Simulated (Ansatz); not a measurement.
Name a neutral molecule of C, N, Si and H with LUMO energy (PBE/def2-TZVPP) between -1.85 and -1.55 eV and size of the dipole moment (ωB97M-V/def2-TZVPP) between 1.40 and 1.70 D (Ansatz, PBE0-D4/def2-TZVP geometry).

`C=NC[SiH3]` (-1.60 eV, 1.54 D); `CC(=N)[SiH3]` (-1.78 eV, 1.64 D); `C[SiH2]C1C=N1` (-1.83 eV, 1.46 D); `N=C[SiH](N)N` (-1.77 eV, 1.50 D). Other molecules can fit too; these were computed, each in one conformer that needn't be the lowest.
